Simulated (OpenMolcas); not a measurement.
**Multiplet structure of Pd⁺**

```yaml
Program: OpenMolcas 26.06
Method: CASSCF
Basis: ANO-RCC-VQZP [8s7p5d3f2g1h]
Scalar_Hamiltonian: DKH2, point nucleus
Active_space: 9 electrons in 6 orbitals (4d 5s)
State_averaging: 2S+1 = 2 even, 29 roots; 2S+1 = 4 even, 10 roots kept (CI in the orbitals of an earlier block)
Spin-orbit_coupling: state interaction with AMFI integrals over the reference wave functions, term energies averaged over their components
```

Spin-free terms above the lowest, with the occupations of the reference:

| Configuration | Term | E (cm⁻¹) | Occupations |
| --- | --- | --- | --- |
| 4d⁹ | ²D | 0.0 | 4d 8.98 5s 0.02 |
| 4d⁸ 5s | ⁴F | 14469 | 4d 8.00 5s 1.00 |
| 4d⁸ 5s | ²F | 21848 | 4d 8.00 5s 1.00 |
| 4d⁸ 5s | ⁴P | 28406 | 4d 8.00 5s 1.00 |
| 4d⁸ 5s | ²D | 29197 | 4d 8.01 5s 0.99 |
| 4d⁸ 5s | ²P | 35207 | 4d 7.99 5s 1.01 |
| 4d⁸ 5s | ²G | 35382 | 4d 8.00 5s 1.00 |

With spin-orbit coupling, above the lowest level:

| Configuration | Term | J | E (cm⁻¹) | Measured (cm⁻¹) | Term weight % | Second |
| --- | --- | --- | --- | --- | --- | --- |
| 4d⁹ | ²D | 5/2 | 0.0 | 0.0 | 100 |  |
| 4d⁹ | ²D | 3/2 | 3626 | 3539 | 100 |  |
| 4d⁸ 5s | ⁴F | 9/2 | 13628 | 25084 | 100 |  |
| 4d⁸ 5s | ⁴F | 7/2 | 15619 | 27097 | 95 | 4 ²F |
| 4d⁸ 5s | ⁴F | 5/2 | 17362 | 28929 | 98 |  |
| 4d⁸ 5s | ⁴F | 3/2 | 18447 | 29948 | 96 | 3 ²D |
| 4d⁸ 5s | ²F | 7/2 | 22020 | 32281 | 95 | 5 ⁴F |
| 4d⁸ 5s | ²F | 5/2 | 24727 | 34425 | 85 | 12 ²D |
| 4d⁸ 5s | ⁴P | 5/2 | 28035 |  | 71 | 19 ²D |
| 4d⁸ 5s | ⁴P | 3/2 | 29432 |  | 53 | 39 ²D |
| 4d⁸ 5s | ⁴P | 1/2 | 31071 |  | 100 |  |
| 4d⁸ 5s | ²D | 3/2 | 31385 |  | 48 | 47 ⁴P |
| 4d⁸ 5s | ²D | 5/2 | 32548 |  | 68 | 26 ⁴P |
| 4d⁸ 5s | ²P | 3/2 | 36825 |  | 90 | 9 ²D |
| 4d⁸ 5s | ²G | 9/2 | 36930 |  | 100 |  |
| 4d⁸ 5s | ²G | 7/2 | 36967 |  | 99 |  |
| 4d⁸ 5s | ²P | 1/2 | 37663 |  | 100 |  |

Against the 7 measured excited levels shown (NIST Handbook of Basic Atomic Spectroscopic Data) the mean absolute deviation is 9400 cm-1; the largest miss in energy is 4d⁸ 5s ⁴F_5/2: computed 17362, measured 28929 cm⁻¹ (-40.0 %).

Spin-orbit coupling puts the lowest level 1457 cm⁻¹ below the lowest spin-free term.

Without dynamic correlation excited terms often stand tens of per cent too high (terms of higher spin than the ground term too low), and those without a measured partner can miss by more than the paired ones. Terms from blocks run as CI alone lack orbitals of their own. A single d shell beside an s shell can misplace configurations of different d count against each other. Computed and measured levels are paired by configuration, term and J; levels that our copy of the source lacks, or whose pairing is in doubt (as where it misses far off the trend of its configuration), stay unpaired and out of the deviations. Levels of configurations outside the active space are missing. The first state left out of the spin-orbit step lies near 59000 cm-1 above the lowest spin-free state of the reference (among the parities and spins computed), and the list stops at four fifths of that energy or lower.

The term weight is that of the spin-free term in the level, not the purity of its configuration.
